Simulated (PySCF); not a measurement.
## Electron correlation in Zr⁺ (zirconium, charge +1)

[Kr] 4d3, high-spin 4F determinant (an excited configuration). All numbers are calculated (PySCF 2.14, the spin-free X2C one-electron Hamiltonian (Gaussian nucleus), in x2c-QZVPPall (13s8p7d3f2g, 111 functions)). Frozen: [Kr]; 3 electrons correlated.

```tsv
level	correlation energy (mhartree)
CCSD	-20.60
(T)	-0.20
CCSD(T)	-20.80
```

Diagnostics: T1 = 0.0034, D1 = 0.0048, largest double amplitude 0.022.

Cost of the coupled-cluster step: roughly 21 core-seconds, for 3 correlated electrons.

Iterations:

```
CC2 = 0
CCSD nocc = (np.int64(3), np.int64(0)), nmo = (93, 93)
frozen orbitals [[0, 1, 2, 3, 4, 5, 6, 7, 8, 9, 10, 11, 12, 13, 14, 15, 16, 17], [0, 1, 2, 3, 4, 5, 6, 7, 8, 9, 10, 11, 12, 13, 14, 15, 16, 17]]
max_cycle = 100
direct = 0
conv_tol = 1e-08
conv_tol_normt = 1e-06
diis_space = 8
diis_start_cycle = 0
Init t2, MP2 energy = -0.0162342040970078
Init E_corr(UCCSD) = -0.0162342040970306
cycle = 1  E_corr(UCCSD) = -0.0194720560298472  dE = -0.00323785193  norm(t1,t2) = 0.0215463
cycle = 2  E_corr(UCCSD) = -0.0202358542590011  dE = -0.000763798229  norm(t1,t2) = 0.00793277
cycle = 3  E_corr(UCCSD) = -0.0206197779177214  dE = -0.000383923659  norm(t1,t2) = 0.0039395
cycle = 4  E_corr(UCCSD) = -0.0205934222550981  dE = 2.63556626e-05  norm(t1,t2) = 0.00110304
cycle = 5  E_corr(UCCSD) = -0.0205975517026268  dE = -4.12944753e-06  norm(t1,t2) = 0.000238712
cycle = 6  E_corr(UCCSD) = -0.0205976388502105  dE = -8.71475837e-08  norm(t1,t2) = 5.19132e-05
cycle = 7  E_corr(UCCSD) = -0.020597846765875  dE = -2.07915665e-07  norm(t1,t2) = 1.70976e-05
cycle = 8  E_corr(UCCSD) = -0.0205977245484992  dE = 1.22217376e-07  norm(t1,t2) = 2.37208e-06
cycle = 9  E_corr(UCCSD) = -0.0205977589374159  dE = -3.43889167e-08  norm(t1,t2) = 3.77434e-07
cycle = 10  E_corr(UCCSD) = -0.0205977537344012  dE = 5.20301473e-09  norm(t1,t2) = 6.2337e-08
UCCSD converged
E(UCCSD) = -3596.038255326031  E_corr = -0.02059775373440119
UCCSD(T) correction = -0.000198678841104851
```
